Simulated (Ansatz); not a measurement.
Cl₂F₂SW, SMILES `[F][W]([F])(=[S])([Cl])[Cl]` at its PBE0-D4/def2-TZVP geometry, where that method's forces vanish. Charge 0, multiplicity 1. W takes the def2 core potential.

```
atom    x (Å)    y (Å)    z (Å)
  F1  -0.7906   0.7191   1.5772
  W2  -0.0286   0.0677   0.0154
  F3  -1.4226   0.9916  -0.7891
  S4   1.6822   1.2198  -0.3088
 Cl5  -0.1299  -1.3224  -1.7817
 Cl6   0.6895  -1.6758   1.2870
```

**Question.** For each bond, give half the difference of the two atoms' forces along it (eV/Å; positive pushes the atoms apart) under PBE-D4, r2SCAN-D4, B3LYP-D4, ωB97M-V in def2-TZVPP. (An estimate is asked.)

**Answer.** Computed: 
```csv
bond,length (Å),PBE-D4,r2SCAN-D4,B3LYP-D4,ωB97M-V
F1–W2,1.856,0.38,0.05,0.20,-0.03
W2–F3,1.856,0.38,0.05,0.20,-0.03
W2–S4,2.088,0.67,0.39,0.31,-0.46
W2–Cl5,2.274,0.02,0.07,0.20,0.19
W2–Cl6,2.274,0.02,0.07,0.20,0.19
```

B3LYP here is the variant with VWN-RPA as its local correlation; programs differ in this.
